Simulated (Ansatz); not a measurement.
rhodium atom (Rh), quartet (core potentials on Rh). Base run: Ansatz (a first-principles code) with B3LYP/def2-SVP.

Here is a job for Ansatz.
Ansatz 0.2 input:
```yaml
crystal:
  periodic: [false, false, false]
  atoms:
    - {symbol: Rh, position_ang: [0.00000000, 0.00000000, 0.00000000]}
basis:
  gaussian:
    orbitals: def2-SVP
hamiltonian:
  xc: b3lyp
magnetization: {spin_polarized: true, initial_magnetization: 3}
```

The base run was repeated with changes; each row names its change, and settings that it needs were set with it.

```tsv
change	basis functions	E (Eh)
base	31	-110.50182
basis = ANO-RCC-VDZP; relativity = spin-free X2C	43	-4783.62265
basis = ANO-RCC-VDZP; relativity = none	43	-4596.05904
basis = jorge-DZP-DKH; relativity = none	48	-4652.14513
basis = x2c-SVPall; relativity = none	53	-4618.34719
basis = x2c-SVPall; relativity = spin-free X2C	53	-4783.28695
basis = jorge-DZP-DKH; relativity = spin-free X2C; nucleus = Gaussian	48	-4781.15500
basis = x2c-SVPall; relativity = spin-free X2C; nucleus = Gaussian	53	-4783.22049
basis = ANO-RCC-VDZP; relativity = spin-free X2C; nucleus = Gaussian	43	-4783.53526
basis = jorge-DZP-DKH; relativity = spin-free X2C	48	-4781.23252
```

Totals shift with the method and basis; they matter in differences.

Ansatz warned in this series: the basis is contracted for relativity, which the run leaves out.

Basis sets contracted for a relativistic Hamiltonian are a mismatch without it, so the rows without relativity aren't non-relativistic limits. No row has spin-orbit coupling; sets with core potentials leave out the core electrons.
